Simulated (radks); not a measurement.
Results of a calculation; reference values are marked as such.
How relativity changes the ionisation of the osmium ion Os+ ([Xe] 4f14 5d6 6s1) to Os2+ ([Xe] 4f14 5d6). Spin-unpolarised spherical Kohn-Sham, PBE, point nucleus unless stated (finite: rms radius 5.4126 fm), a radial shooting solver on a logarithmic mesh with Libxc functionals. A level marked "c x" has the speed of light scaled by that factor and shares open shells by 2j + 1; other Dirac levels either fill j = l - 1/2 first or share by 2j + 1.

| level | E(Os+) (hartree) | E(Os2+) (hartree) | IE (eV) | HOMO | <r> HOMO (bohr) |
|---|---|---|---|---|---|
| non-rel. | -16293.9637 | -16293.4223 | 14.731 | 6s | 3.085 |
| scalar-rel. | -17253.5017 | -17252.8800 | 16.915 | 6s | 2.780 |
| scalar-rel., finite nucleus | -17250.3730 | -17249.7516 | 16.909 | 6s | 2.781 |
| Dirac, 2j+1 shares | -17281.4200 | -17280.7982 | 16.919 | 6s1/2 | 2.781 |
| Dirac, low j first | -17281.4838 | -17280.8652 | 16.834 | 6s1/2 | 2.789 |
| Dirac, 2j+1 shares, finite nucleus | -17278.2596 | -17277.6381 | 16.913 | 6s1/2 | 2.782 |
| Dirac, c x 0.75 | -18373.9568 | -18373.2316 | 19.733 | 5d5/2 | 1.854 |
| Dirac, c x 1.25 | -16886.7974 | -16886.2093 | 16.003 | 6s1/2 | 2.897 |
| Dirac, c x 2 | -16511.5872 | -16511.0292 | 15.183 | 6s1/2 | 3.014 |

NIST Atomic Spectra Database: 17 eV (semi-empirical). The relativistic part of the total energy of Os+ is -984.3 hartree (Dirac, 2j+1 shares, finite nucleus), 6 % of the non-relativistic value. Spin polarisation and multiplet splitting of open shells are left out at every level.

Beside tabulated values, note that relativity, absent from the non-relativistic runs, is large for the heavy elements, and spin-unpolarised runs miss the spin-polarisation part of the exchange energy of open shells.
